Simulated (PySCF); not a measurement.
PySCF input (TPSSh/def2-TZVPD):

```python
from pyscf import gto, scf, dft

mol = gto.M(
    atom='''
    Si    1.55258318   -0.23532089    0.13903130
    N     0.04796859   -0.01522373   -0.47011217
    Si   -1.54940598    0.25768931   -0.23078682
    H     2.61273258   -0.44712336   -0.91538835
    H     2.13863081    0.89454814    0.96311184
    H     1.76295463   -1.42790399    1.05152369
    H    -2.31888663   -0.78253655    0.55974880
    H    -2.35092818    0.34811444   -1.50748797
    H    -1.93439564    1.53888561    0.48302025
    ''',
    basis='def2-tzvpd',
    charge=-1,
    spin=0,
    verbose=4,
)

mf = dft.RKS(mol, xc='tpssh').density_fit(auxbasis='def2-universal-jkfit')
mf.grids.level = 3
mf.conv_tol = 1e-9
mf.max_cycle = 100
mf.max_memory = 1500
mf.kernel()
if not mf.converged:
    mf = mf.newton()
    mf.kernel(mf.make_rdm1())
mf.analyze()
```

Output:

```
PySCF version 2.14.0

[INPUT] verbose = 4
[INPUT] num. atoms = 9
[INPUT] num. electrons = 42
[INPUT] charge = -1
[INPUT] spin (= nelec alpha-beta = 2S) = 0
[INPUT] symmetry False subgroup None
[INPUT] Mole.unit = angstrom
[INPUT] Symbol           X                Y                Z      unit          X                Y                Z       unit  Magmom
[INPUT]  1 Si     1.552583180000  -0.235320890000   0.139031300000 AA    2.933956995806  -0.444692033489   0.262731079742 Bohr   0.0
[INPUT]  2 N      0.047968590000  -0.015223730000  -0.470112170000 AA    0.090647497682  -0.028768680294  -0.888383249125 Bohr   0.0
[INPUT]  3 Si    -1.549405980000   0.257689310000  -0.230786820000 AA   -2.927952957963   0.486962221128  -0.436123882959 Bohr   0.0
[INPUT]  4 H      2.612732580000  -0.447123360000  -0.915388350000 AA    4.937349012928  -0.844940694295  -1.729833279118 Bohr   0.0
[INPUT]  5 H      2.138630810000   0.894548140000   0.963111840000 AA    4.041426512457   1.690450989839   1.820017604926 Bohr   0.0
[INPUT]  6 H      1.762954630000  -1.427903990000   1.051523690000 AA    3.331501420734  -2.698347473274   1.987091787592 Bohr   0.0
[INPUT]  7 H     -2.318886630000  -0.782536550000   0.559748800000 AA   -4.382060644616  -1.478779761962   1.057771930554 Bohr   0.0
[INPUT]  8 H     -2.350928180000   0.348114440000  -1.507487970000 AA   -4.442610398722   0.657840951606  -2.848739399377 Bohr   0.0
[INPUT]  9 H     -1.934395640000   1.538885610000   0.483020250000 AA   -3.655477976153   2.908072339934   0.912775985119 Bohr   0.0

nuclear repulsion = 147.120561477131
number of shells = 73
number of NR pGTOs = 256
number of NR cGTOs = 177
basis = def2-tzvpd
ecp = {}

******** <class 'pyscf.df.df_jk.DFRKS'> ********
method = DFRKS
initial guess = minao
damping factor = 0
level_shift factor = 0
DIIS = <class 'pyscf.scf.diis.CDIIS'>
diis_start_cycle = 1
diis_space = 8
diis_damp = 0
SCF conv_tol = 1e-09
SCF conv_tol_grad = None
SCF max_cycles = 100
direct_scf = False
XC library pyscf.dft.libxc version 7.1.2
    S. Lehtola, C. Steigemann, M. J. T. Oliveira, and M. A. L. Marques,  SoftwareX 7, 1–5 (2018)
XC functionals = tpssh
    V. N. Staroverov, G. E. Scuseria, J. Tao, and J. P. Perdew,  J. Chem. Phys. 119, 12129 (2003)
radial grids:
    Treutler-Ahlrichs [JCP 102, 346 (1995); DOI:10.1063/1.469408] (M4) radial grids

becke partition: Becke, JCP 88, 2547 (1988); DOI:10.1063/1.454033
pruning grids: <function nwchem_prune>
grids dens level: 3
symmetrized grids: False
atomic radii adjust function: <function treutler_atomic_radii_adjust>
small_rho_cutoff = 0
Set gradient conv threshold to 3.16228e-05
Initial guess from minao.
tot grids = 111112
******** <class 'pyscf.df.df.DF'> ********
auxbasis = def2-universal-jkfit
init E= -637.289789005395
  HOMO = -0.304535755576244  LUMO = -0.0474227693128668  gap/eV = 6.99640
[...]
cycle= 10 E= -637.498227959049  delta_E= -3.4e-11  |g|= 1.21e-06  |ddm|= 2.1e-05
  HOMO = -0.0316365576219424  LUMO = 0.131896810855838  gap/eV = 4.44997
Extra cycle  E= -637.498227959049  delta_E= 2.27e-13  |g|= 7.55e-07  |ddm|= 2.75e-06
converged SCF energy = -637.498227959049
**** SCF Summaries ****
Total Energy =                        -637.498227959049018
Nuclear Repulsion Energy =             147.120561477131020
One-electron Energy =                -1181.969951607980192
Two-electron Energy =                  397.351162171800183
Two-electron Coulomb Energy =          448.684419775180402
DFT Exchange-Correlation Energy =      -51.333257603380240
HOMO-LUMO gap [eV] =                     4.449969616799788
**** MO energy ****
MO #1   energy= -65.7907810865553  occ= 2
MO #2   energy= -65.790779429851   occ= 2
MO #3   energy= -13.9831315507639  occ= 2
MO #4   energy= -5.01932728235269  occ= 2
MO #5   energy= -5.01932694703187  occ= 2
MO #6   energy= -3.36706776941759  occ= 2
MO #7   energy= -3.36706560920243  occ= 2
MO #8   energy= -3.36706329848742  occ= 2
MO #9   energy= -3.36706260763913  occ= 2
MO #10  energy= -3.36509335269616  occ= 2
MO #11  energy= -3.36508330302778  occ= 2
MO #12  energy= -0.557277038158574 occ= 2
MO #13  energy= -0.340881236590945 occ= 2
MO #14  energy= -0.284433294964693 occ= 2
MO #15  energy= -0.172013839317408 occ= 2
MO #16  energy= -0.162042746277427 occ= 2
MO #17  energy= -0.161131738484833 occ= 2
MO #18  energy= -0.141355027618929 occ= 2
MO #19  energy= -0.139756511905225 occ= 2
MO #20  energy= -0.036137717045399 occ= 2
MO #21  energy= -0.0316365576219424 occ= 2
MO #22  energy= 0.131896810855838  occ= 0
MO #23  energy= 0.148937999276676  occ= 0
MO #24  energy= 0.159318992027692  occ= 0
MO #25  energy= 0.192082898936613  occ= 0
MO #26  energy= 0.198846347321486  occ= 0
MO #27  energy= 0.202109712830894  occ= 0
MO #28  energy= 0.203298089488691  occ= 0
MO #29  energy= 0.21065513800278   occ= 0
MO #30  energy= 0.211402050713106  occ= 0
MO #31  energy= 0.218206796712949  occ= 0
MO #32  energy= 0.218674122936716  occ= 0
MO #33  energy= 0.219641321492942  occ= 0
MO #34  energy= 0.242525842639398  occ= 0
MO #35  energy= 0.261876918559715  occ= 0
MO #36  energy= 0.276887960892285  occ= 0
MO #37  energy= 0.29751494778538   occ= 0
MO #38  energy= 0.300397969861542  occ= 0
MO #39  energy= 0.302711039676297  occ= 0
MO #40  energy= 0.308472064147522  occ= 0
MO #41  energy= 0.323290131230681  occ= 0
MO #42  energy= 0.330082511808262  occ= 0
MO #43  energy= 0.332522373396524  occ= 0
MO #44  energy= 0.342494713762165  occ= 0
MO #45  energy= 0.347778580007153  occ= 0
MO #46  energy= 0.382409455234626  occ= 0
MO #47  energy= 0.384754687410479  occ= 0
MO #48  energy= 0.389569109891147  occ= 0
MO #49  energy= 0.394939187783192  occ= 0
MO #50  energy= 0.399710375038318  occ= 0
MO #51  energy= 0.40088246040706   occ= 0
MO #52  energy= 0.410225358831855  occ= 0
MO #53  energy= 0.43986789138108   occ= 0
MO #54  energy= 0.446891808070377  occ= 0
MO #55  energy= 0.449129259944755  occ= 0
MO #56  energy= 0.461034889754186  occ= 0
MO #57  energy= 0.465727962043604  occ= 0
MO #58  energy= 0.475777927538385  occ= 0
MO #59  energy= 0.476443514955985  occ= 0
MO #60  energy= 0.479753311229439  occ= 0
MO #61  energy= 0.515792701033971  occ= 0
MO #62  energy= 0.519007959183532  occ= 0
MO #63  energy= 0.521916974651709  occ= 0
MO #64  energy= 0.52742734468408   occ= 0
MO #65  energy= 0.554437091430855  occ= 0
MO #66  energy= 0.56718625331501   occ= 0
MO #67  energy= 0.574270081413102  occ= 0
MO #68  energy= 0.594773371392282  occ= 0
MO #69  energy= 0.597162744854207  occ= 0
MO #70  energy= 0.613653988153194  occ= 0
MO #71  energy= 0.619519542572476  occ= 0
MO #72  energy= 0.633387661324643  occ= 0
MO #73  energy= 0.651873461978318  occ= 0
MO #74  energy= 0.66545657331897   occ= 0
MO #75  energy= 0.665847286542854  occ= 0
MO #76  energy= 0.676229825774257  occ= 0
MO #77  energy= 0.693957001834396  occ= 0
MO #78  energy= 0.705862075521255  occ= 0
MO #79  energy= 0.763167516409027  occ= 0
MO #80  energy= 0.819205390161061  occ= 0
MO #81  energy= 0.834581059400519  occ= 0
MO #82  energy= 0.844361703265333  occ= 0
MO #83  energy= 0.854687348725291  occ= 0
MO #84  energy= 0.858037943709376  occ= 0
MO #85  energy= 0.874150840831638  occ= 0
MO #86  energy= 0.910379638602707  occ= 0
MO #87  energy= 0.920907703887509  occ= 0
MO #88  energy= 0.944217009930517  occ= 0
MO #89  energy= 0.962797163037946  occ= 0
MO #90  energy= 0.985789339103988  occ= 0
MO #91  energy= 0.993134358959975  occ= 0
MO #92  energy= 1.10302813553563   occ= 0
MO #93  energy= 1.11437013870582   occ= 0
MO #94  energy= 1.18294483799308   occ= 0
MO #95  energy= 1.19151768041454   occ= 0
MO #96  energy= 1.20063729225287   occ= 0
MO #97  energy= 1.21920342655332   occ= 0
MO #98  energy= 1.23975270241249   occ= 0
MO #99  energy= 1.25933525883496   occ= 0
MO #100 energy= 1.27198703621709   occ= 0
MO #101 energy= 1.3217222508942    occ= 0
MO #102 energy= 1.34566908802039   occ= 0
MO #103 energy= 1.35348913857139   occ= 0
MO #104 energy= 1.35387667169486   occ= 0
MO #105 energy= 1.36869992111764   occ= 0
MO #106 energy= 1.36889564510415   occ= 0
MO #107 energy= 1.38349984669368   occ= 0
[...]
```

It need not be the lowest isomer of its formula. Whether it binds its extra electron was not tested at this geometry.
